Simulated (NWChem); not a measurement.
Program: NWChem. System: Ag₂, charge 0, spin multiplicity 1, displaced from the optimised geometry. The structure started from a generated list of species. Level: BLYP/def2-TZVP with def2 effective core potentials on Ag.

Input file:

```
start mol
memory heap 200 mb stack 900 mb global 1100 mb
geometry units angstroms nocenter noautoz
  Ag     0.000000     0.000000     1.325543
  Ag     0.000000     0.000000    -1.325543
  symmetry group D2h
end
basis spherical
  * library def2-tzvp
end
ecp
  Ag library def2-ecp
end
dft
  xc becke88 lyp
  semidirect memsize 60000000 filesize 0
  iterations 100
  convergence damp 70 ncydp 30
end
task dft gradient
```

Part of the output:

```
             Northwest Computational Chemistry Package (NWChem) 7.3.0
             --------------------------------------------------------

                                NWChem Input Module
                                -------------------

 Scaling coordinates for geometry "geometry" by  1.889725989
 (inverse scale =  0.529177249)

 Turning off AUTOSYM since
 SYMMETRY directive was detected!

                             Geometry "geometry" -> ""
                             -------------------------

 Output coordinates in angstroms (scale by  1.889725989 to convert to a.u.)

  No.       Tag          Charge          X              Y              Z
 ---- ---------------- ---------- -------------- -------------- --------------
    1 Ag                  47.0000     0.00000000     0.00000000     1.32554300
    2 Ag                  47.0000     0.00000000     0.00000000    -1.32554300

 Effective nuclear repulsion energy (a.u.)     440.9334676583

            Nuclear Dipole moment (a.u.)
            ----------------------------
        X                 Y               Z
 ---------------- ---------------- ----------------
     0.0000000000     0.0000000000     0.0000000000

      Symmetry information
      --------------------

 Group name             D2h
 Group number             26
 Group order               8
 No. of unique centers     1

      Symmetry unique atoms

     1


 Summary of "ao basis" -> "" (spherical)
 ------------------------------------------------------------------------------
       Tag                 Description            Shells   Functions and Types
 ---------------- ------------------------------  ------  ---------------------
 *                         def2-tzvp                  on all atoms

                                 NWChem DFT Module
                                 -----------------

 Summary of "ao basis" -> "ao basis" (spherical)
 ------------------------------------------------------------------------------
       Tag                 Description            Shells   Functions and Types
 ---------------- ------------------------------  ------  ---------------------
 Ag                        def2-tzvp                14       40   6s4p3d1f

 Summary of "ao basis" -> "ao basis" (spherical)
 ------------------------------------------------------------------------------
       Tag                 Description            Shells   Functions and Types
 ---------------- ------------------------------  ------  ---------------------
 Ag                        def2-tzvp                14       40   6s4p3d1f

      Symmetry analysis of basis
      --------------------------

        ag         18
        au          4
        b1g         4
        b1u        18
        b2g         9
        b2u         9
        b3g         9
        b3u         9

            General Information
            -------------------
          SCF calculation type: DFT
          Wavefunction type:  closed shell.
          No. of atoms     :     2
          No. of electrons :    38
           Alpha electrons :    19
            Beta electrons :    19
          Charge           :     0
          Spin multiplicity:     1
          Use of symmetry is: on ; symmetry adaption is: on
          Maximum number of iterations: 100
          AO basis - number of functions:    80
                     number of shells:    28
          Convergence on energy requested:  1.00D-06
          Convergence on density requested:  1.00D-05
          Convergence on gradient requested:  5.00D-04

              XC Information
              --------------
                    Becke 1988 Exchange Functional  1.000
              Lee-Yang-Parr Correlation Functional  1.000

             Grid Information
             ----------------
          Grid used for XC integration:  medium
          Radial quadrature: Mura-Knowles
          Angular quadrature: Lebedev.
          Tag              B.-S. Rad. Rad. Pts. Rad. Cut. Ang. Pts.
          ---              ---------- --------- --------- ---------
          Ag                  1.60      123          12.0       590
          Grid pruning is: on
          Number of quadrature shells:   123
          Spatial weights used:  Erf1

          Convergence Information
          -----------------------
          Convergence aids based upon iterative change in
          total energy or number of iterations.
          Levelshifting, if invoked, occurs when the
          HOMO/LUMO gap drops below (HL_TOL):  1.00D-02
          DIIS, if invoked, will attempt to extrapolate
          using up to (NFOCK): 10 stored Fock matrices.

                    Damping(70%)  Levelshifting(0.5)       DIIS
                  --------------- ------------------- ---------------
          dE  on:    start            ASAP                start
          dE off:   30 iters        100 iters           100 iters

      Screening Tolerance Information
      -------------------------------
          Density screening/tol_rho:  1.00D-10
          AO Gaussian exp screening on grid/accAOfunc:  14
          CD Gaussian exp screening on grid/accCDfunc:  20
          XC Gaussian exp screening on grid/accXCfunc:  20
          Schwarz screening/accCoul:  1.00D-08

      Superposition of Atomic Density Guess
      -------------------------------------

 Sum of atomic energies:        -335.46607477

      Non-variational initial energy
      ------------------------------

 Total energy =    -291.589883
 1-e energy   =    -661.270398
 2-e energy   =     297.622127
 HOMO         =      -0.409927
 LUMO         =      -0.158745

      Symmetry analysis of molecular orbitals - initial
[...]
 !! scf_movecs_sym_adapt:   30 vectors were symmetry contaminated

 d=70,ls=0.5,diis    30   -293.9481845321 -2.03D-05  8.24D-05  5.46D-06     2.4
  Singularity in Pulay matrix. Error and Fock matrices removed.
  Singularity in Pulay matrix. Error and Fock matrices removed.

 !! scf_movecs_sym_adapt:   32 vectors were symmetry contaminated

  Symmetry fudging

 !! scf_movecs_sym_adapt:   28 vectors were symmetry contaminated

 d= 0,ls=0.5,diis    31   -293.9481987902 -1.43D-05  6.66D-05  3.50D-06     2.4

 !! scf_movecs_sym_adapt:   34 vectors were symmetry contaminated

  Symmetry fudging

 !! scf_movecs_sym_adapt:   28 vectors were symmetry contaminated

 d= 0,ls=0.5,diis    32   -293.9482320687 -3.33D-05  7.18D-06  4.02D-07     2.5

 !! scf_movecs_sym_adapt:   36 vectors were symmetry contaminated

  Symmetry fudging

 !! scf_movecs_sym_adapt:   36 vectors were symmetry contaminated

 d= 0,ls=0.5,diis    33   -293.9482322237 -1.55D-07  5.76D-06  2.62D-07     2.6

         Total DFT energy =     -293.948232324245
      One electron energy =     -666.158505035568
           Coulomb energy =      328.331117397428
    Exchange-Corr. energy =      -28.179233923153
 Nuclear repulsion energy =       72.058389237049

 Numeric. integr. density =       38.000000048970

     Total iterative time =      2.2s

                  Occupations of the irreducible representations
                  ----------------------------------------------

                     irrep           alpha         beta
                     --------     --------     --------
                     ag                5.0          5.0
                     au                1.0          1.0
                     b1g               1.0          1.0
                     b1u               4.0          4.0
                     b2g               2.0          2.0
                     b2u               2.0          2.0
                     b3g               2.0          2.0
                     b3u               2.0          2.0

                       DFT Final Molecular Orbital Analysis
                       ------------------------------------

 Vector   17  Occ=2.000000D+00  E=-2.466970D-01  Symmetry=b2g
              MO Center= -4.0D-16,  5.5D-16,  2.6D-16, r^2= 2.6D+00
   Bfn.  Coefficient  Atom+Function         Bfn.  Coefficient  Atom+Function
  ----- ------------  ---------------      ----- ------------  ---------------
    22      0.465100  1 Ag d  1              62      0.465100  2 Ag d  1
    27      0.261518  1 Ag d  1              67      0.261518  2 Ag d  1
    32      0.140458  1 Ag d  1              72      0.140458  2 Ag d  1

 Vector   18  Occ=2.000000D+00  E=-2.420963D-01  Symmetry=b1u
              MO Center=  2.3D-15, -2.6D-15,  3.3D-13, r^2= 2.6D+00
   Bfn.  Coefficient  Atom+Function         Bfn.  Coefficient  Atom+Function
  ----- ------------  ---------------      ----- ------------  ---------------
    21      0.460698  1 Ag d  0              61     -0.460698  2 Ag d  0
    26      0.258508  1 Ag d  0              66     -0.258508  2 Ag d  0
    31      0.144706  1 Ag d  0              71     -0.144706  2 Ag d  0
     6     -0.109397  1 Ag s                 46      0.109397  2 Ag s
    18      0.060453  1 Ag pz                58      0.060453  2 Ag pz

 Vector   19  Occ=2.000000D+00  E=-1.894652D-01  Symmetry=ag
              MO Center=  1.7D-16,  1.5D-16, -1.6D-13, r^2= 4.2D+00
   Bfn.  Coefficient  Atom+Function         Bfn.  Coefficient  Atom+Function
  ----- ------------  ---------------      ----- ------------  ---------------
     5      0.512651  1 Ag s                 45      0.512651  2 Ag s
     3     -0.303546  1 Ag s                 43     -0.303546  2 Ag s
     2      0.162527  1 Ag s                 42      0.162527  2 Ag s
     6      0.160815  1 Ag s                 46      0.160815  2 Ag s
     4     -0.114931  1 Ag s                 44     -0.114931  2 Ag s

 Vector   20  Occ=0.000000D+00  E=-1.201877D-01  Symmetry=b1u
              MO Center= -1.2D-15, -4.3D-16, -4.5D-15, r^2= 7.5D+00
   Bfn.  Coefficient  Atom+Function         Bfn.  Coefficient  Atom+Function
  ----- ------------  ---------------      ----- ------------  ---------------
     5      0.549887  1 Ag s                 45     -0.549887  2 Ag s
     3     -0.272199  1 Ag s                 43      0.272199  2 Ag s
     6      0.253895  1 Ag s                 46     -0.253895  2 Ag s
     2      0.147268  1 Ag s                 42     -0.147268  2 Ag s
    18      0.145885  1 Ag pz                58      0.145885  2 Ag pz

 Vector   21  Occ=0.000000D+00  E=-3.678273D-02  Symmetry=b2u
              MO Center=  2.1D-16, -3.4D-16, -2.7D-17, r^2= 7.7D+00
   Bfn.  Coefficient  Atom+Function         Bfn.  Coefficient  Atom+Function
  ----- ------------  ---------------      ----- ------------  ---------------
    17      0.413181  1 Ag py                57      0.413181  2 Ag py
    14      0.224063  1 Ag py                54      0.224063  2 Ag py
     8     -0.139041  1 Ag py                48     -0.139041  2 Ag py
    20      0.035146  1 Ag d -1              60     -0.035146  2 Ag d -1

 Vector   22  Occ=0.000000D+00  E=-3.678273D-02  Symmetry=b3u
              MO Center= -1.2D-16,  1.1D-16,  1.4D-16, r^2= 7.7D+00
   Bfn.  Coefficient  Atom+Function         Bfn.  Coefficient  Atom+Function
  ----- ------------  ---------------      ----- ------------  ---------------
    16      0.413181  1 Ag px                56      0.413181  2 Ag px
    13      0.224063  1 Ag px                53      0.224063  2 Ag px
     7     -0.139041  1 Ag px                47     -0.139041  2 Ag px
    22     -0.035146  1 Ag d  1              62      0.035146  2 Ag d  1

 center of mass
 --------------
 x =   0.00000000 y =   0.00000000 z =   0.00000000

 moments of inertia (a.u.)
 ------------------
        1341.571093000189           0.000000000000           0.000000000000
           0.000000000000        1341.571093000189           0.000000000000
           0.000000000000           0.000000000000           0.000000000000

     Multipole analysis of the density
     ---------------------------------

     L   x y z        total         alpha         beta         nuclear
     -   - - -        -----         -----         ----         -------
     0   0 0 0     -0.000000    -19.000000    -19.000000     38.000000

     1   1 0 0      0.000000      0.000000      0.000000      0.000000
     1   0 1 0     -0.000000     -0.000000     -0.000000      0.000000
     1   0 0 1     -0.000000     -0.000000     -0.000000      0.000000

     2   2 0 0    -30.199387    -15.099693    -15.099693      0.000000
     2   1 1 0      0.000000      0.000000      0.000000      0.000000
     2   1 0 1      0.000000      0.000000      0.000000      0.000000
     2   0 2 0    -30.199387    -15.099693    -15.099693      0.000000
     2   0 1 1      0.000000      0.000000      0.000000      0.000000
     2   0 0 2    -25.282474   -131.858436   -131.858436    238.434398

            General Information
            -------------------
          SCF calculation type: DFT
          Wavefunction type:  closed shell.
          No. of atoms     :     2
          No. of electrons :    38
           Alpha electrons :    19
            Beta electrons :    19
          Charge           :     0
          Spin multiplicity:     1
          Use of symmetry is: on ; symmetry adaption is: on
          Maximum number of iterations: 100
          AO basis - number of functions:    80
                     number of shells:    28
          Convergence on energy requested:  1.00D-06
          Convergence on density requested:  1.00D-05
          Convergence on gradient requested:  5.00D-04

              XC Information
              --------------
                    Becke 1988 Exchange Functional  1.000
              Lee-Yang-Parr Correlation Functional  1.000

             Grid Information
             ----------------
          Grid used for XC integration:  medium
          Radial quadrature: Mura-Knowles
          Angular quadrature: Lebedev.
          Tag              B.-S. Rad. Rad. Pts. Rad. Cut. Ang. Pts.
          ---              ---------- --------- --------- ---------
          Ag                  1.60      123          12.0       590
          Grid pruning is: on
          Number of quadrature shells:   123
          Spatial weights used:  Erf1

          Convergence Information
          -----------------------
          Convergence aids based upon iterative change in
          total energy or number of iterations.
          Levelshifting, if invoked, occurs when the
          HOMO/LUMO gap drops below (HL_TOL):  1.00D-02
          DIIS, if invoked, will attempt to extrapolate
          using up to (NFOCK): 10 stored Fock matrices.

                    Damping(70%)  Levelshifting(0.5)       DIIS
                  --------------- ------------------- ---------------
          dE  on:    start            ASAP                start
          dE off:   30 iters        100 iters           100 iters

      Screening Tolerance Information
      -------------------------------
          Density screening/tol_rho:  1.00D-10
          AO Gaussian exp screening on grid/accAOfunc:  14
          CD Gaussian exp screening on grid/accCDfunc:  20
          XC Gaussian exp screening on grid/accXCfunc:  20
          Schwarz screening/accCoul:  1.00D-08

                            NWChem DFT Gradient Module
                            --------------------------

  charge          =   0.00
  wavefunction    = closed shell

  Using symmetry

                         DFT ENERGY GRADIENTS

    atom               coordinates                        gradient
                 x          y          z           x          y          z
   1 Ag      0.000000   0.000000   2.504913    0.000000   0.000000   0.004800
   2 Ag      0.000000   0.000000  -2.504913    0.000000   0.000000  -0.004800

                 ----------------------------------------
                 |  Time  |  1-e(secs)   |  2-e(secs)   |
                 ----------------------------------------
                 |  CPU   |       0.01   |       0.84   |
                 ----------------------------------------
                 |  WALL  |       0.01   |       0.84   |
                 ----------------------------------------

 Task  times  cpu:        3.5s     wall:        3.5s

 Total times  cpu:        3.6s     wall:        3.6s
```
